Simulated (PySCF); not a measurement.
Point groups of optimised structures. Level of theory: PBE0-D3(BJ)/def2-SVP geometry optimisation, gas phase in PySCF. The symmetry is that of the one conformer found, every atom within 0.08 Å of its image; none is proved a minimum here.

(1) `[CH2:1]=[CH:2][S:3][SiH3:4]` with C1–C2–S3–Si4 1°, H–Si4–S3–C2 61° (nearest H): symmetry, top, dipole?

(2) `[CH3:1]/[N:2]=[CH:3]/[C:4]1=[CH:5][GeH2:6][CH:7]=[CH:8]1` with N2–C3–C4–C5 0°, H–C1–N2–C3 0° (nearest H): symmetry, top, dipole?

(3) Point group, rotor type and polarity of `[CH3:1]/[CH:2]=[C:3](/[Cl:4])[O:5][SiH3:6]` with C2–C3–O5–Si6 180°, H–C1–C2–C3 0° (nearest H), H–Si6–O5–C3 62° (nearest H)?

(4) Point group, rotor type and polarity of `[OH:1][SiH2:2][SiH:3]([SiH3:4])[SiH3:5]` with H–O1–Si2–Si3 174°, O1–Si2–Si3–Si4 -144°?

(5) Point group, rotor type and polarity of `[CH2:1]1[CH2:2][SiH2:3][SiH2:4][CH2:5]1` with C5–C1–C2–Si3 52°, C1–C2–Si3–Si4 -26°, C2–Si3–Si4–C5 -1°, Si3–Si4–C5–C1 27°?

Answers

(1) Cs; asymmetric top; symmetry number 1; 2 operations, which sort the 10 atoms into 9 sets; dipole 1.02 D, in the ab plane, which is the mirror; heavy atoms equivalent by symmetry: none.

(2) Cs; near-prolate asymmetric top; symmetry number 1; 2 operations, which sort the 17 atoms into 15 sets; dipole 1.28 D, in the ab plane, which is the mirror; heavy atoms equivalent by symmetry: none.

(3) Cs; asymmetric top; symmetry number 1; 2 operations, which sort the 13 atoms into 11 sets; dipole 0.62 D, in the ab plane, which is the mirror.

(4) C1; asymmetric top; symmetry number 1; this conformer is chiral (no improper operation); dipole 1.51 D; A, B, C = 1922, 1241, 828.3 MHz.

(5) Cs; asymmetric top; symmetry number 1; 2 operations, which sort the 15 atoms into 9 sets; dipole 1.11 D, in the bc plane, which is the mirror; heavy atoms equivalent by symmetry: C2/C5, Si3/Si4.
